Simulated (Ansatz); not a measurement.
Two isomers of C2H8B2: A = `BCCB`, B = `CBBC`.

Program: Ansatz. Geometries: PBE0-D4/def2-TZVP. ΔE: electronic, gas phase. CCSD(T)/CBS is the MP2 limit (def2-TZVPP, def2-QZVPP) plus CCSD(T) − MP2 in def2-TZVPP, frozen cores. DFT in def2-TZVPP. One conformer a species, not always the lowest.

Problem. Which is lower in electronic energy at CCSD(T)/CBS, and by how much? (An estimate is asked.)

Solution. Ansatz gave: B, by 7.7 kcal/mol.

Problem. Give E(B) − E(A) in kcal/mol with ωB97M-V, B2PLYP, PBE0-D4, BLYP-D4, MP2/def2-TZVPP, CCSD/def2-TZVPP, PBE-D4. (An estimate is asked.)

Solution. The calculation gave: ωB97M-V -7.6, B2PLYP -10.3, PBE0-D4 -7.8, BLYP-D4 -12.2, MP2/def2-TZVPP -3.9, CCSD/def2-TZVPP -9.7, PBE-D4 -7.5. None reverses the order clearly.

Problem. Does the order hold for the free energy at 298.15 K (harmonic terms from PBE0-D4)? (Estimate.)

Solution. Computed: Yes: G(B) − G(A) = -10.5 kcal/mol, for one conformer each.

Largest T1 diagnostic: 0.011.

The D4 term adds +1.3 kcal/mol with B3LYP and +0.6 kcal/mol with PBE0; it sums over pairs of atoms, weighted by their polarisabilities, and B3LYP, whose exchange is more repulsive, gets the larger term. In def2-TZVPP, CCSD(T) changes the Hartree–Fock value by +11.7 kcal/mol (the triples alone add +2.2 kcal/mol) and MP2 by +15.3 kcal/mol.

B3LYP here is the variant with VWN-RPA as its local correlation; programs differ in this.
